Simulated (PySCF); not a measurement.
ZrH₂ at several levels of theory

All levels use the PBE0 minimum (triplet; Zr–H 1.860 Å (×2); H–Zr–H 118.9°), basis [Zr def2-TZVP with ECP28, H def2-TZVP], scalar-relativistic core potentials, density fitting, no spin–orbit coupling, PySCF. For vertical energies the ionised species is a doublet (spins chosen at PBE0 and kept) and the electron-attached one a doublet. Atomisation goes to high-spin ground-configuration atoms, without zero-point energy. Open shells are unrestricted, also as the reference of the correlated levels. A dash marks a value that was not computed or is not defined at that level.

```xyz
3
charge 0 multiplicity 3, angstrom
Zr    0.0000    0.0000   -0.0207
H     1.6020    0.0000    0.9243
H    -1.6020    0.0000    0.9243
```

```
    level  atomisation (kJ/mol)  vertical IP (eV)  vertical EA (eV)  −ε(HOMO) (eV)  dipole (D)
     PBE0                   567              7.07              0.43           5.10        2.58
       HF                   426              6.54             -0.17           7.28        2.55
      MP2                   503              6.88              0.16              –           –
      PBE                   579              7.08              0.49           3.88        2.37
    B3LYP                   572              7.11              0.54           4.85        2.54
   r2SCAN                   600              7.15              0.43           4.21        2.61
    TPSSh                   611              7.00              0.45           4.51        2.53
  r2SCAN0                   580              7.15              0.42           5.30        2.77
BHandHLYP                   551              6.96              0.35           5.82        2.78
```

Spin contamination in at least one species weakens the values at: PBE0, HF, MP2, PBE, r2SCAN, TPSSh, r2SCAN0, BHandHLYP.

Without diffuse functions attachment energies tend to come out too low.

Other spin states or occupations of the open shell can lie lower.
